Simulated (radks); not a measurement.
Results of a calculation; reference values are marked as such.
Charge is removed step by step from the 4s1/2 level of the ruthenium ion Ru2+, starting from [Kr] 4d6. Level of theory: Dirac Kohn-Sham, LDA (Slater exchange, Perdew-Wang correlation), spin-unpolarised, spherical densities, finite nucleus; open shells fill j = l - 1/2 first; Fermi nuclear charge, rms radius 4.4809 fm (a radial shooting solver on a logarithmic mesh with Libxc functionals).

| removed (e) | E - E(0) (eV) | eigenvalue (eV) | E minus straight line (eV) |
|---|---|---|---|
| 0 | 0.000 | -96.453 | 0.000 |
| 0.125 | 12.181 | -98.455 | -0.905 |
| 0.25 | 24.615 | -100.49 | -1.558 |
| 0.375 | 37.304 | -102.54 | -1.955 |
| 0.5 | 50.252 | -104.63 | -2.094 |
| 0.625 | 63.461 | -106.73 | -1.971 |
| 0.75 | 76.936 | -108.86 | -1.582 |
| 0.875 | 90.678 | -111.02 | -0.926 |
| 1 | 104.69 | -113.19 | 0.000 |

Removing the whole electron costs 104.69 eV by Delta-SCF, against 96.453 eV from minus the eigenvalue at the starting occupation. Slater's transition state (half an electron removed) gives 104.63 eV. Integrating minus the eigenvalue over the occupation (Janak's theorem) gives 104.69 eV. The mean slope of the eigenvalue, de/dn, is 16.7 eV per electron.
